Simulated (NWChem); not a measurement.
Molecule: GeH₄SeS; SMILES [GeH3][Se]S

```xyz
7

Se     0.7954    -0.6546    -0.0060
S     -1.0980    -1.8231    -0.0518
H     -1.2673    -1.9228     1.2880
Ge    -0.2182     1.4863    -0.0076
H      0.9367     2.5063    -0.0130
H     -1.0895     1.6364    -1.2641
H     -1.0722     1.6422     1.2623
```
Atoms are numbered in this order, from 1.

Results from NWChem. Structure relaxed at the PBE0/def2-SVP level. Ions are spin-unrestricted doublets at the neutral geometry; other ion states weren't tried.

For level PBE0/def2-SVP:

| Item | Value |
|---|---|
| −ε(HOMO) (eV) | 6.96 |

**Question.** Estimate the same quantities for level PBE/def2-SVP.

**Answer.** The −ε(HOMO) (eV) comes out as 5.76.
